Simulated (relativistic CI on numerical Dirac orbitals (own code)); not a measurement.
**Radial parameters of Nb+**

Method of calculation: Dirac-Coulomb-Breit CI, separate exchange-only KLI orbitals for each configuration, QED by a radiative potential, valence Slater integrals scaled by 0.85, P86 correlation energy added to each configuration (own radial code, finite nucleus).

Slater integrals F^k, G^k are unscaled and averaged over j, outside the closed core [Kr]; ζ comes from projecting the Hamiltonian with its Breit term on Σ l·s of the shell.

- 4d⁴: F^2(4d,4d) = 47769, F^4(4d,4d) = 30663, ζ(4d) = 386.09 cm⁻¹; <r>(4d) = 2.047, <r^2>(4d) = 5.106 (bohr units).
- 4d³5s: F^2(4d,4d) = 50255, F^4(4d,4d) = 32407, ζ(4d) = 455.86, G^2(4d,5s) = 16935 cm⁻¹; <r>(4d) = 1.959, <r^2>(4d) = 4.658, <r>(5s) = 3.304, <r^2>(5s) = 12.36 (bohr units).
- 4d³5p: F^2(4d,4d) = 51467, F^4(4d,4d) = 33280, ζ(4d) = 482.86, F^2(4d,5p) = 18111, G^1(4d,5p) = 9689.8, G^3(4d,5p) = 7425.9, ζ(5p) = 728.57 cm⁻¹; <r>(4d) = 1.922, <r^2>(4d) = 4.465, <r>(5p) = 4.2, <r^2>(5p) = 20.04 (bohr units).

(1) Give the Racah parameters of the d shell in 4d⁴.

In this model ζ of a weakly bound d, f or g electron outside closed shells comes out too small, for d by up to a factor of two or three and at times with the wrong sign; that of an outer p electron is too small as well.

Correlation outside the listed configurations is missing or only estimated: errors of thousands of cm⁻¹ between configurations and terms are usual at this charge. Rates and lifetimes follow the computed energies and can be off by large factors. The fine structure of a lone outer electron comes out too small, for d and f at times inverted, and misplaced configurations move strength between like terms. 30 of the 33 excited levels that our extract of the measured tables holds in this range could be paired (the sources list more); they are missed by 666 cm⁻¹ on average and 2041 at most, and levels without a partner can miss by more.

Averages of the first 10 configurations, taken without configuration mixing, which lowers the lowest level and can move excited configurations by several eV; other configurations of the list can lie among them:

```csv
Configuration,Parity,States,Average energy above the lowest level (eV)
4d⁴,even,210,2.1
4d³5s,even,240,2.5
4d³5p,odd,720,6.2
4d²5s5p,odd,540,8.1
4d²5s²,even,45,4.6
4d³4f,odd,1680,12.2
4d³6s,even,240,9.8
4d³5d,even,1200,10.3
4d³6p,odd,720,11.0
4d³6d,even,1200,12.5
```

Results:

(1) B = F²/49 − 5F⁴/441 = 627 cm⁻¹ and C = 35F⁴/441 = 2434 cm⁻¹; values fitted to spectra at such low charge are typically 15 to 30 % smaller.
